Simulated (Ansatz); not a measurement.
Basis sets compared for Al4H4⁻ (the lowest doublet isomer of a short search). The state is a doublet with charge -1. Geometry PBE-D4/def2-SVPD. Ansatz on 4 threads of Arm Neoverse V2 on a shared host; times are rough, and most runs start from earlier orbitals.

```
atom   x (Å)   y (Å)   z (Å)
 Al1  -0.187  -0.649  -1.218
 Al2   2.412   0.248  -0.297
 Al3  -2.089  -0.165   0.368
 Al4   0.269   0.588   1.065
  H5  -3.603  -0.084   0.980
  H6   1.465   1.709   0.386
  H7  -0.051  -1.370  -2.669
  H8   1.785  -0.276   1.385
```

At HF/STO-3G the highest occupied level of the charge -1 doublet lies above zero (up to 5.27 eV). In Hartree–Fock with STO-3G the lack of diffuse functions raises the level. The structure comes from a short search, and lower isomers may exist.

| level | functions | energy (Eh) | HOMO (eV) | LUMO (eV) | wall time |
| --- | --- | --- | --- | --- | --- |
| HF/STO-3G | 40 | -957.8758 | 5.27 | 13.62 | 0.2 s |
| HF/6-31G | 60 | -969.8222 | -2.18 | 4.06 | 0.35 s |
| PBE-D4/def2-SVPD | 128 | -971.2798 | -0.26 | 0.59 | 2.1 s |
| PBE0-D4/def2-SVPD | 128 | -971.3712 | -0.95 | 1.29 | 2.8 s |

**Question.** Estimate the rows for PBE-D4/def2-TZVPD (with forces), PBE0-D4/def2-TZVPD.

**Answer.** 
| level | functions | energy (Eh) | HOMO (eV) | LUMO (eV) | wall time |
| --- | --- | --- | --- | --- | --- |
| PBE-D4/def2-TZVPD (with forces) | 208 | -971.6202 | -0.27 | 0.58 | 4.3 s |
| PBE0-D4/def2-TZVPD | 208 | -971.7059 | -0.97 | 1.30 | 8.5 s |
